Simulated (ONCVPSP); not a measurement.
# iridium (Ir), ONCV: configuration errors across variants

```
Element                 : Ir (Z = 77)
Generator               : ONCVPSP 4.0.1
Type                    : optimised norm-conserving Vanderbilt (ONCV)
Functional              : LDA (Perdew-Wang 92)
Relativity              : fully relativistic
Frozen core             : [Xe] 4f14
Valence charge          : 9
Reference configuration : 5d6 (charge +3)
Partial waves           : s scattering state at 0.1 Ha: rc 2.25 bohr, ncon 5, nbas 8, qcut 2.2 1/bohr, 2 projectors, debl 2.3 Ha; p scattering state at 0.23 Ha: rc 2.20 bohr, ncon 3, nbas 6, qcut 4.3 1/bohr, 2 projectors, debl 0.3 Ha; 5d: rc 2.25 bohr, ncon 3, nbas 7, qcut 7.7 1/bohr, 2 projectors, debl 0.5 Ha
Local potential         : polynomial inside 1.50 bohr (lpopt 5, dvloc0 3 Ha)
Core correction         : polynomial model core, fcfact 0.35
```

Open shells are filled in proportion to 2j + 1.

In the s channel the program set the typed energies aside and used 0.050, 2.350 Ha. In the p channel the program set the typed energies aside and used 0.050, 0.350 Ha (j = l + 1/2; the other j can differ). In the d channel the program set the typed energies aside and used -1.345, 0.250 Ha (j = l + 1/2; the other j can differ).

All-electron excitation energies from the reference (eV): (1) 5d7 6s2 -58.869; (2) 5d7 6s1 -48.686; (3) 5d7 -30.841; (4) 5d8 -49.862.

3 further variants failed, have other tests or too few solved ones, and are left out.

A true bound ghost makes a file unfit for plane-wave use even where its test errors are small: the radial tests pick states by their node count and pass the ghost by.

Errors AE − PS in meV (a dash: test not solved or not reliable):

```
     change   (1)   (2)  (3)   (4)  bound ghosts  GHOST(+) flags above zero
       base  +283  +131  -62  -179    p3/2, p1/2                          s
p: qcut 3.1  +283  +131  -62  -179          none              s, p3/2, p1/2
p: qcut 3.6  +283  +131  -62  -179          none              s, p3/2, p1/2
  p: qcut 4  +283  +131  -62  -179          p3/2                    s, p1/2
p: qcut 4.6  +283  +131  -62  -179    p3/2, p1/2                          s
p: qcut 4.9  +283  +131  -62  -179    p3/2, p1/2                          s
```

(1) Give the same row for: p: qcut 2.6.

Answers

(1) +283, +131, -62, -179; bound ghosts: none; GHOST(+) flags above zero: s, p3/2, p1/2.
